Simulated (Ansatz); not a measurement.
The first iterations of a band of AlCl2H + H3Si (8 atoms, charge 0, multiplicity 2).

Computed with UKS PBE0-D4/6-31G* (Ansatz).

```json
{
  "movable images": "9",
  "climbing image": "yes",
  "spring": "5.0 eV/Å²",
  "optimiser": "quadratic models (default)",
  "start path": "through a guess of the saddle point",
  "force threshold": "0.05 eV/Å",
  "iteration limit": "48",
  "end points": "relaxed"
}
```

First end point:

```xyz
8
Properties=species:S:1:pos:R:3
Al 0.000 0.000 -0.606
H 0.000 0.000 0.965
Cl 1.791 0.000 -1.684
Cl -1.792 0.000 -1.684
Si 0.002 0.000 4.243
H -0.767 -1.194 4.695
H 1.417 -0.067 4.701
H -0.651 1.261 4.693
```

Last end point:

```xyz
8
Properties=species:S:1:pos:R:3
Al 0.000 0.000 -0.670
H 0.001 0.000 2.413
Cl 1.813 0.000 -1.758
Cl -1.814 0.000 -1.756
Si 0.000 0.000 3.908
H -0.759 -1.182 4.395
H 1.403 -0.066 4.396
H -0.645 1.249 4.394
```

| iteration | highest image above the first end (eV) | largest band force component (eV/Å) |
| --- | --- | --- |
| 1 | 0.222 | 2.112 |
| 2 | 0.142 | 0.619 |

Task: Does the band converge within its limit, and where does its top end?

Result: The forces met the threshold. It ended after 8 iterations with the highest image 0.061 eV above the first end. A vibrational analysis at the climbing image gives 2 clearly imaginary modes (163i, 53i cm⁻¹): a point of higher order. A lower path may pass nearby, or the ends, which weren't checked, may share the extra mode.

The run took 4.7 min on 2 threads of Intel(R) Xeon(R) Platinum 8375C CPU @ 2.90GHz (Ice Lake), with other jobs on the host, peak memory 0.28 GiB.
